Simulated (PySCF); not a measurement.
Ge(H)2(F)(OH) (FGeH3O), SMILES [OH][GeH2][F].

Geometry: B3LYP-D3(BJ)/def2-TZVP. The values are those of a single conformer.

Computed with PySCF with TDDFT-LC-ωPBE/def2-SVPD.

Vertical excitations. 

Computed UV-visible absorptions:
```
state  energy (eV)  λ (nm)      f                                                                   main pairs
-----  -----------  ------  -----  ---------------------------------------------------------------------------
S1            8.10     153  0.032                                             HOMO→LUMO 67 %, HOMO→LUMO+1 14 %
S2            8.55     145  0.001                       HOMO→LUMO+2 62 %, HOMO→LUMO+1 12 %, HOMO−1→LUMO+2 11 %
S3            8.81     141  0.037                                         HOMO−1→LUMO 53 %, HOMO−1→LUMO+1 21 %
S4            9.39     132  0.016    HOMO→LUMO+1 25 %, HOMO−1→LUMO+2 24 %, HOMO−2→LUMO 19 %, HOMO−2→LUMO+2 8 %
S5            9.40     132  0.132       HOMO→LUMO+2 27 %, HOMO→LUMO+1 24 %, HOMO→LUMO 12 %, HOMO−1→LUMO+2 10 %
S6            9.65     129  0.096  HOMO−2→LUMO+2 27 %, HOMO−2→LUMO 24 %, HOMO−1→LUMO+2 18 %, HOMO−1→LUMO+1 6 %
S7            9.70     128  0.111   HOMO−2→LUMO+2 31 %, HOMO−2→LUMO+1 21 %, HOMO−2→LUMO 13 %, HOMO→LUMO+3 13 %
S8           10.05     123  0.111  HOMO−1→LUMO+1 39 %, HOMO−1→LUMO+2 15 %, HOMO−1→LUMO 10 %, HOMO−1→LUMO+3 7 %
S9           10.42     119  0.028        HOMO→LUMO+3 43 %, HOMO→LUMO+4 9 %, HOMO−1→LUMO+3 9 %, HOMO−2→LUMO 8 %
S10          10.51     118  0.079  HOMO−3→LUMO+2 36 %, HOMO−2→LUMO+1 16 %, HOMO−3→LUMO 14 %, HOMO−1→LUMO+3 7 %
T1            7.51     165      0                            HOMO→LUMO 53 %, HOMO→LUMO+1 23 %, HOMO−1→LUMO 9 %
T2            7.98     155      0                                         HOMO→LUMO+2 63 %, HOMO−1→LUMO+2 11 %
T3            8.10     153      0       HOMO→LUMO+3 24 %, HOMO→LUMO+1 19 %, HOMO→LUMO 11 %, HOMO−1→LUMO+3 10 %
T4            8.19     151      0                                         HOMO−1→LUMO 51 %, HOMO−1→LUMO+1 13 %
```
Triplets are in the Tamm–Dancoff approximation, which puts them higher than full response would, so one can lie above its singlet here.
